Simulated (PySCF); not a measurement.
MoF₃, SMILES [Mo]([F])([F])[F] (connectivity only; charge and spin as stated), neutral, multiplicity 4.

Geometry optimised at B3LYP-D3(BJ)/def2-TZVP. The multiplicity is an assumed one; other spin states were not compared. The def2 effective core potentials stand for the cores of Mo; spin–orbit coupling is left out.

Two levels are set side by side: PBE/def2-TZVPD (PySCF) and M06-2X/def2-TZVPD (PySCF). Same geometry, gas phase. Differences are taken from unrounded values.

```tsv
quantity	M06-2X	PBE	PBE minus M06-2X
α-spin orbital gap (eV)	7.97	2.25	-5.72
β-spin orbital gap (eV)	9.05	6.32	-2.73
mean polarisability (bohr³)	35.4	41.0	5.6
```

Loosely held outer electrons make PBE densities more polarisable. Differences between two approximate levels are no errors against the true value.

Rough cost on one machine, each run with all the roots and properties that it gave: M06-2X against PBE within a factor of 2.
